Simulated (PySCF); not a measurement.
**Ni²⁺ (nickel, charge +2): UHF calculation**

Configuration: [Ar] 3d7 4p1, one real determinant (an excited configuration). Computed with PySCF 2.14 in ANO-RCC-VTZP (6s5p3d2f1g, 59 functions), with scalar relativity by spin-free X2C-1e.

```json
{
 "Total energy": "-1517.801514 hartree",
 "One-electron energy": "-2079.7997 hartree",
 "Hartree (Coulomb) energy": "623.8628 hartree",
 "Exchange energy": "-61.8645 hartree",
 "⟨S²⟩": "6.0027",
 "⟨L²⟩": "13.956",
 "Sum of ⟨r⟩": "17.05 bohr",
 "Sum of ⟨r²⟩": "22.29 bohr²",
 "Traceless quadrupole moment −½Σ⟨3z² − r²⟩ along its main axis": "-3.69 e·bohr²",
 "Langevin diamagnetic susceptibility": "-17.7 ×10⁻⁶ cm³/mol"
}
```

```json
{"shell": "1s α", "electrons": "1", "mean orbital energy (hartree)": "-309.86541", "spread (hartree)": "0", "rms radius, mean of both spins (bohr)": "0.0624"}
{"shell": "1s β", "electrons": "1", "mean orbital energy (hartree)": "-309.86061", "spread (hartree)": "0", "rms radius, mean of both spins (bohr)": "0.0624"}
{"shell": "2s α", "electrons": "1", "mean orbital energy (hartree)": "-39.78614", "spread (hartree)": "0", "rms radius, mean of both spins (bohr)": "0.265"}
{"shell": "2s β", "electrons": "1", "mean orbital energy (hartree)": "-39.66680", "spread (hartree)": "0", "rms radius, mean of both spins (bohr)": "0.265"}
{"shell": "2p α", "electrons": "3", "mean orbital energy (hartree)": "-34.24807", "spread (hartree)": "0.01280", "rms radius, mean of both spins (bohr)": "0.238"}
{"shell": "2p β", "electrons": "3", "mean orbital energy (hartree)": "-34.12876", "spread (hartree)": "0.00483", "rms radius, mean of both spins (bohr)": "0.238"}
{"shell": "3s α", "electrons": "1", "mean orbital energy (hartree)": "-6.21905", "spread (hartree)": "0", "rms radius, mean of both spins (bohr)": "0.790"}
{"shell": "3s β", "electrons": "1", "mean orbital energy (hartree)": "-5.90533", "spread (hartree)": "0", "rms radius, mean of both spins (bohr)": "0.790"}
{"shell": "3p α", "electrons": "3", "mean orbital energy (hartree)": "-4.54354", "spread (hartree)": "0.02242", "rms radius, mean of both spins (bohr)": "0.836"}
{"shell": "3p β", "electrons": "3", "mean orbital energy (hartree)": "-4.16584", "spread (hartree)": "0.03022", "rms radius, mean of both spins (bohr)": "0.836"}
{"shell": "3d α", "electrons": "5", "mean orbital energy (hartree)": "-1.82600", "spread (hartree)": "0.06450", "rms radius, mean of both spins (bohr)": "1.00"}
{"shell": "3d β", "electrons": "2", "mean orbital energy (hartree)": "-1.67568", "spread (hartree)": "0.00917", "rms radius, mean of both spins (bohr)": "1.00"}
{"shell": "4p α", "electrons": "1", "mean orbital energy (hartree)": "-0.75999", "spread (hartree)": "0", "rms radius, mean of both spins (bohr)": "3.05"}
```

⟨L²⟩ = 13.96 against 20 for a pure G term, so this real determinant mixes terms.

Densities and radii are taken from the X2C orbitals without a picture-change correction, which distorts them close to the nucleus.

Spin-orbit constants ζ (cm⁻¹) from the X2C one-electron operator on these orbitals: bare nucleus, nucleus screened by l(l+1)(2l+1)/3 electrons, and screened by the Breit-Pauli mean field of the electrons.

| shell | bare | screened nucleus | mean field |
| --- | --- | --- | --- |
| 2p | 98470 | 91440 | n/a |
| 3p | 12690 | 11790 | n/a |
| 3d | 1266 | 813.6 | n/a |
| 4p | 741.2 | 688.2 | n/a |

To first order the Landé constant is A = -109.5 cm⁻¹, so the lowest level has J = 6 and lies 0.109 eV below the centre of the term. This holds in LS coupling only.
